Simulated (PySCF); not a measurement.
# Correlation energy of As²⁺ (arsenic, charge +2)

[Ar] 3d10 4s2 4p1, 2P determinant. All numbers are calculated (PySCF 2.14, the non-relativistic Hamiltonian (point nucleus), in def2-SVP (5s4p3d, 32 functions)). Frozen: [Ar] 3d10; 3 electrons correlated.

MP2 pair energies summed by pair of shells (mhartree):

| pair | energy | share (%) |
| --- | --- | --- |
| 4s-4s | -20.21 | 58.5 |
| 4s-4p | -14.35 | 41.5 |

Total MP2 correlation energy: -34.56 mhartree.

Same-spin part -2.12 and opposite-spin part -32.44 mhartree; SCS-MP2 scales them by 1/3 and 6/5 to -39.63 mhartree.

```json
{"level": "CCSD", "correlation energy (mhartree)": "-50.63"}
{"level": "(T)", "correlation energy (mhartree)": "-0.48"}
{"level": "CCSD(T)", "correlation energy (mhartree)": "-51.11"}
```

Diagnostics: T1 = 0.0085, D1 = 0.0203, largest double amplitude 0.101.

Cost of the coupled-cluster step: 0.12 s of wall time on 1 thread of Neoverse-V1 (shared host), for 3 correlated electrons.

Iterations:

```
CC2 = 0
CCSD nocc = (np.int64(2), np.int64(1)), nmo = (18, 18)
frozen orbitals [[0, 1, 2, 3, 4, 5, 6, 7, 8, 9, 10, 11, 12, 13], [0, 1, 2, 3, 4, 5, 6, 7, 8, 9, 10, 11, 12, 13]]
max_cycle = 100
direct = 0
conv_tol = 1e-08
conv_tol_normt = 1e-06
diis_space = 8
diis_start_cycle = 0
Init t2, MP2 energy = -0.034556604274919
Init E_corr(UCCSD) = -0.0345566042758775
cycle = 1  E_corr(UCCSD) = -0.0449729958218542  dE = -0.0104163915  norm(t1,t2) = 0.047698
cycle = 2  E_corr(UCCSD) = -0.0484552500189256  dE = -0.0034822542  norm(t1,t2) = 0.0188003
cycle = 3  E_corr(UCCSD) = -0.0506343856541706  dE = -0.00217913564  norm(t1,t2) = 0.00800449
cycle = 4  E_corr(UCCSD) = -0.0506165937730158  dE = 1.77918812e-05  norm(t1,t2) = 0.000834572
cycle = 5  E_corr(UCCSD) = -0.0506271971883962  dE = -1.06034154e-05  norm(t1,t2) = 7.80867e-05
cycle = 6  E_corr(UCCSD) = -0.0506240782490384  dE = 3.11893936e-06  norm(t1,t2) = 1.21781e-05
cycle = 7  E_corr(UCCSD) = -0.0506253302057316  dE = -1.25195669e-06  norm(t1,t2) = 3.63233e-06
cycle = 8  E_corr(UCCSD) = -0.0506250882120669  dE = 2.41993665e-07  norm(t1,t2) = 7.68832e-07
cycle = 9  E_corr(UCCSD) = -0.0506250941389006  dE = -5.92683369e-09  norm(t1,t2) = 8.13185e-08
UCCSD converged
E(UCCSD) = -2232.958030944334  E_corr = -0.05062509413890058
UCCSD(T) correction = -0.000479716137952974
```
